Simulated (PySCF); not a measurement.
**Interval between two levels of Tl by level of theory**

Tl [Xe] 4f14 5d10 6s2 6p1 [2P3/2, M_J = 3/2] → Tl [Xe] 4f14 5d10 6s2 7s1 [2S1/2, M_J = 1/2], as a difference of total energies. Calculation: PySCF 2.14, in x2c-SVPall-2c with one added diffuse shell each of s, p type (8s12p7d2f, 93 functions); the two-component X2C-1e Hamiltonian. Correlated levels: [Kr] 4d10 4f14 frozen; the 22 highest virtual spinors dropped. "Screened" scales the spin-orbit matrix elements by Boettger's factors to mimic the two-electron term; Breit and QED terms are absent.

```
                    method  interval between two levels (cm⁻¹)  error (cm⁻¹)
           GHF (spin-free)                               18941          +256
          GMP2 (spin-free)                               18945          +260
 GHF (screened spin-orbit)                               17015         -1670
GMP2 (screened spin-orbit)                               17168         -1516
```

Reference: 18685 cm⁻¹ (measured; NIST Handbook of Basic Atomic Spectroscopic Data (Sansonetti and Martin, J. Phys. Chem. Ref. Data 34, 1559 (2005))).

The spin-free rows lack the spin-orbit shift.

Errors of the correlated levels include the incompleteness of this basis and the frozen core.
